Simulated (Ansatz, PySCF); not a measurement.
Torsion H4–O1–B2–Cl3 in BClH2O (SMILES OBCl); at each angle all else is relaxed with GFN2-xTB, and the levels are single points there.
Geometry at 0° (charge 0, multiplicity 1):
```xyz
5

O     -0.97514    -0.16210    -0.36717
B      0.16518     0.48566    -0.21450
Cl     1.00603     0.49444     1.30162
H     -1.34122    -0.63706     0.38310
H      0.60837     1.06274    -1.12930
```

On the grid 0° to 330°, 270° is the highest and 0° the lowest point at CCSD(T)/CBS(cc-pV(T+d)Z, cc-pV(Q+d)Z).

Correlated levels freeze the cores. Rows in 3-21G carry no dispersion term and start afresh at each structure.

The values were computed with Ansatz (an electronic-structure program) with Gaussian orbitals; PySCF for 3-21G rows, the dispersion terms. Values without a source in brackets are computed.

```csv
level,energy at 270° less that at 0° (kcal/mol)
HF/3-21G,10.12
HF/cc-pV(D+d)Z,14.64
PBE/def2-TZVPP,13.49
BLYP/def2-TZVPP,13.17
B3LYP/3-21G,?
B3LYP-D4/def2-TZVPP,13.17
PBE0-D4/def2-TZVPP,13.47
wB97X-V/def2-TZVPP,13.53
SCS-MP2/cc-pV(T+d)Z,14.44
```

Task: What belongs in the gaps?

Result: 
- B3LYP/3-21G, energy at 270° less that at 0° (kcal/mol): 11.18
